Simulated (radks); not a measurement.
Results of a calculation; reference values are marked as such.
Species: Gd36+. Configuration: [Ar] 3d10 (the NIST ground configuration).

Level of theory: Dirac Kohn-Sham, BLYP, spin-unpolarised, spherical densities, finite nucleus; Fermi nuclear charge, rms radius 5.1569 fm (a radial shooting solver on a logarithmic mesh with Libxc functionals).

Energy parts (eV):
| part | energy |
|---|---|
| total | -286099.92 |
| kinetic | 313294.07 |
| electron-nucleus | -655986.01 |
| Hartree | 61976.37 |
| exchange-correlation | -5384.35 |

Orbitals (lengths in bohr, moments of r in powers of bohr; r(max) is where P^2 peaks; r(90%) holds 90 % of the orbital's charge):
orbital  occ.  eigenvalue (eV)  r(90%)   r(max)      <r^4>  small-component weight
1s1/2       2        -51566.25  0.0396  0.01392  1.140e-06                5.69e-02
2s1/2       2        -9737.026   0.144  0.07907  0.0001788                1.26e-02
2p1/2       2        -9330.158   0.127  0.05971  0.0001103                1.27e-02
2p3/2       4        -8630.136   0.136  0.06551  0.0001446                1.17e-02
3s1/2       2        -3222.443   0.350   0.2222   0.006402                4.15e-03
3p1/2       2        -3048.093   0.342   0.2091   0.005727                4.09e-03
3p3/2       4        -2897.934   0.358   0.2210   0.006920                3.85e-03
3d3/2       4        -2602.381   0.328   0.1746   0.004777                3.72e-03
3d5/2       6        -2568.980   0.333   0.1779   0.005061                3.65e-03

The highest occupied level is 3d5/2 at -2569.0 eV. The electron density at the nucleus is 6.254e+05 e/bohr^3. Summed over all electrons, <r^2> = 1.126 bohr^2, which gives a Langevin (diamagnetic) susceptibility term of -0.891 x 10^-6 cm^3/mol. For comparison, the ionisation energy in NIST's Atomic Spectra Database is 2621 eV (theoretical). In exact Kohn-Sham theory the highest level is minus the ionisation energy, but local and semilocal functionals leave it too shallow, through self-interaction and a potential that decays too fast; potentials with the right tail come closer. The density falls to 0.001 e/bohr^3 at r = 0.78 bohr.
